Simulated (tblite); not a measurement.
Species: C5H11NO.
Structure used (GFN2-xTB), in Å, numbered top down from 1:
```xyz
18
C5H11NO angstrom
C     -1.925    0.902   -0.598
C     -1.812   -0.322    0.301
C     -0.614   -1.197   -0.074
N      0.641   -0.508    0.111
C      1.474   -0.197   -0.910
C      2.696    0.587   -0.472
O      1.264   -0.527   -2.056
H     -2.787    1.504   -0.319
H     -1.034    1.520   -0.519
H     -2.033    0.599   -1.636
H     -2.717   -0.926    0.218
H     -1.717   -0.008    1.344
H     -0.618   -2.112    0.528
H     -0.660   -1.467   -1.132
H      0.851   -0.175    1.039
H      3.321    0.786   -1.337
H      2.396    1.531   -0.022
H      3.266    0.015    0.257
```

Method: GFN2-xTB as coded in tblite; computed harmonic values from a numerical Hessian at the method's own geometry, unscaled. Against measured fundamentals such values can be off by several per cent, at times by over 20. One conformer, not necessarily the lowest.

Harmonic wavenumbers (cm⁻¹): 44.7, 66.0, 80.2, 115.1, 211.7, 233.8, 321.8, 390.5, 448.6, 490.4, 585.9, 614.1, 812.6, 871.3, 925.8, 947.5, 985.0, 1001.0, 1045.3, 1110.4, 1124.9, 1151.8, 1209.0, 1232.0, 1257.9, 1330.3, 1341.4, 1371.7, 1417.5, 1431.5, 1451.9, 1461.5, 1473.5, 1488.2, 1499.0, 1503.9, 1755.6, 2917.7, 2961.0, 2991.6, 2992.2, 3024.9, 3028.3, 3036.4, 3040.4, 3048.3, 3069.4, 3456.7.

A = 4666, B = 1475, C = 1453 MHz; mass 101.084 u (most abundant isotopes); point group C1, symmetry number 1.

Q: What is the zero-point energy?

A: Half the sum of the wavenumbers: 34185 cm⁻¹ = 97.74 kcal/mol.

Q: Give the ideal-gas entropy at 298.15 K and 1 bar in the rigid-rotor, harmonic-oscillator model (classical rotation).

A: Translation 39.78, rotation 27.87, vibration 26.26: S = 93.9 cal/(mol K).

Q: And Cp and H(298.15 K) − H(0)?

A: Cp = 32.82 cal/(mol K), of which vibrations give 24.87 (their classical limit is 48 R = 95.4); H(298.15 K) − H(0) = 6.28 kcal/mol without the zero-point energy, 3.91 from vibrations.

Q: How do the functions run with temperature in this model?

A: 
```tsv
T (K)	S (cal/(mol K))	Cp (cal/(mol K))	H − H(0) (kcal/mol)	G − H(0) (kcal/mol)	ln q(vib)
100	67.9	17.8	1.31	-5.48	1.93
200	82.5	25.0	3.45	-13.05	4.39
300	94.1	33.0	6.34	-21.89	6.66
500	114.9	49.5	14.63	-42.83	11.00
800	142.3	66.9	32.29	-81.52	17.29
1000	158.1	74.8	46.50	-111.58	21.27
```

q(vib) and H(0) count from the zero-point level.

Q: Blend soft modes into free rotors: weight 1/[1 + (100 cm⁻¹/ν̃)⁴] for the oscillator and the rest for a rotor with moment μB/(μ + B), μ = h/(8π²ν), B = 10⁻⁴⁴ kg m². What vibrational entropy results?

A: 23.36 cal/(mol K) in place of 26.26, which changes −T·S at 298.15 K by +0.86 kcal/mol.

Q: What must be added to the electronic energy to get the Gibbs energy at 298.15 K and 1 bar?

A: ZPE + [H(298.15 K) − H(0)] − T·S = 97.74 + 6.28 − 28.00 = 76.02 kcal/mol.

Hindered rotation and anharmonicity are outside this model. Other conformers, if any are populated, would add a mixing term that is left out. The structure is chiral; the term R ln 2 for an equal mix with its mirror image is left out.

Hardware: Arm Neoverse N1, one thread, no GPU, on a shared host. The figure is for the frequency step alone.
